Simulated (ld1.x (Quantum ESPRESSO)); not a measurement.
What one change does to a pseudopotential (selenium (Se), TM)

| Item | Value |
| --- | --- |
| Element | Se (Z = 34) |
| Generator | ld1.x (Quantum ESPRESSO) 7.5 |
| Type | norm-conserving Troullier–Martins (Kleinman–Bylander form) |
| Functional | PBEsol |
| Relativity | scalar-relativistic |
| Frozen core | [Ar] |
| Valence charge | 16 |
| Reference configuration | 3d10 4s1.5 4p4.5 |
| Partial waves | 4s (bound): rc 1.45 bohr; 4p (bound): rc 1.45 bohr; 3d (bound): rc 1.20 bohr |
| Local potential | the d channel |
| Core correction | a·sin(br)/r model core inside 0.95 bohr |

All-electron outer shells of the reference configuration (PBEsol, scalar-relativistic, ld1.x):

```csv
shell,level (eV),outermost node (bohr),outermost maximum (bohr)
3s,-213.92,0.24,0.50
3p,-153.58,0.21,0.50
3d,-53.92,–,0.45
4s,-17.71,0.70,1.51
4p,-6.82,0.74,1.80
```

Change: all radii but the core radius scaled by about 1.06 (s 1.54, p 1.54, d 1.28 bohr).

Cutoffs: the cutoffs (Ry, on a coarse ladder) from which the occupation-weighted sum of valence levels, in a spherical-Bessel basis at the reference potential, stays within 10 and 1 mRy of its value at 400 Ry; they do not see the model core or the augmentation charge, which bear on the density cutoff. Errors are all-electron minus pseudo energies relative to the spin-unpolarised reference configuration.

Predict the effect on cutoff, ghosts and configuration errors.

Both files keep a bound ghost (p, s); the number of tests that count goes from 7 to 6; of the 6 tests that both files solve, the error grows in 4 and shrinks in 1 by more than 15 % and 0.3 meV (median size 0.8 → 1.9 meV).

| quantity | base | changed |
| --- | --- | --- |
| cutoff, loose | 230 Ry | 200 Ry |
| cutoff, tight | over 300 Ry | over 300 Ry |
| loose cutoff by channel (10 mRy a level) | s 30 Ry, p 8 Ry, d 180 Ry | s 35 Ry, p 8 Ry, d 160 Ry |
| bound ghosts | s, p | s, p |
| tests counted (converged, no solver errors) | 7 of 7 | 6 of 7 |
| error for 3d10 4s2 4p4, meV [ΔE -5.42 eV] | +0.3 | +0.1 |
| error for 3d10 4s2 4p3, meV [ΔE 5.43 eV] | -1.1 | -1.6 |
| error for 3d10 4s2 4p2, meV [ΔE 25.80 eV] | +0.4 | -1.9 |
| error for 3d10 4s2 4p0, meV [ΔE 98.91 eV] | +24 | +19 |
| error for 3d10 4s1 4p4, meV [ΔE 16.97 eV] | -0.5 | -1.9 |
| error for 3d10 4s0 4p6, meV [ΔE 16.56 eV] | -3.4 | -5.9 |

Changed file: Tests not counted: 3d9 4s2 4p5 (solver errors, printed error -265 eV). A true bound ghost makes a file unfit for plane-wave use even where its test errors are small: the radial tests pick states by their node count and pass the ghost by. Where a test does run into it, the solver fails or the error is huge.
